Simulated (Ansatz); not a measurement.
Molecule: MnF2 (charge 0, sextet). The spin state was set by rule; other spins were not relaxed. 
Structure (B3LYP-D3(BJ)/def2-TZVP (Ansatz, a quantum-chemistry and plane-wave program) minimum search):
```xyz
3

Mn     0.0000     0.0000     0.0000
F      0.0000     0.0000    -1.7976
F      0.0000     0.0000     1.7976
```
Charge 0, spin multiplicity 6.

Quantity: atomisation energy (electronic, to ground-state atoms), in eV. Valence correlation only, unless marked. UHF or UKS for open shells. Spin-orbit coupling is left out. Frozen are the shells of the preceding noble gas and the d and f shells that filled before the atom's block. Non-relativistic. The coupled-cluster limit lacks core correlation, which all-electron functionals hold. CBS(X,Y): correlation extrapolated as X^-3; Hartree-Fock from the larger set. The bracket is a focal-point correction in the basis named.

```tsv
level	program	atomisation energy (eV)
HF/def2-QZVPPD	Ansatz	7.00
```

Question: Estimate the value at RI-MP2/CBS(def2-TZVPPD,def2-QZVPPD)+[CCSD(T)-MP2]/def2-TZVPPD as computed with Ansatz.

Answer: 10.29 eV
